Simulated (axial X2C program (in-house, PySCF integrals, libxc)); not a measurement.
# HfSe: from the spin-free to the two-component result

Computed with an axial X2C code built on PySCF integrals. Spin-free means the one-electron spin-free X2C Hamiltonian; two-component (2c) means X2C with spin–orbit coupling and atomic mean-field two-electron Coulomb and Gaunt terms, so the difference of the two also holds small scalar two-electron terms. Basis: Hf dyall-cv3z [13s14p9d7f4g], Se dyall-cv3z [8s9p6d4f1g] (cores contracted in-house); Gaussian nuclei, density fitting, unrestricted open shells. Masses: Hf 179.947 u, Se 79.917 u.

Spin-free state: M_S = 0, Λ = 0 (closed shell); fragments Hf + Se.

| level | Re (Å) | ωe (cm⁻¹) | De (eV) | μ (D) |
| --- | --- | --- | --- | --- |
| PBE0 | 2.279 | 351.0 | 5.407 | -4.10 |
| PBEsol | 2.278 | 341.9 | 6.188 | -3.58 |

Dipoles are positive if Se is the positive end.

Two-component determinant lowest at the distance of the search:

Ω = 0 (closed shell); fragments Hf + Se.

| level | Re (Å) | ωe (cm⁻¹) | μ (D) |
| --- | --- | --- | --- |
| PBE0 | 2.279 | 349.8 | -4.08 |
| PBEsol | 2.279 | 340.6 | -3.55 |

(1) From the two tables, how do the constants change at the PBE0 level (2c against spin-free)?

Occupations by symmetry block were frozen at the best pattern of an incomplete PBE0 search. The closed shell is kept restricted, so the energy runs too high when the bond is stretched far. Dissociation energies refer to the lowest single-determinant-based atoms at the same level and basis. De is not given where an atomic determinant may have missed its ground term or J level, or where the truncated virtual space spoils (T). The functionals have no current-density term, which raises determinants with orbital currents, atoms included.

## Answers

(1) At the PBE0 level Re doesn't move by more than 0.001 Å and ωe falls by 1.2 cm⁻¹.
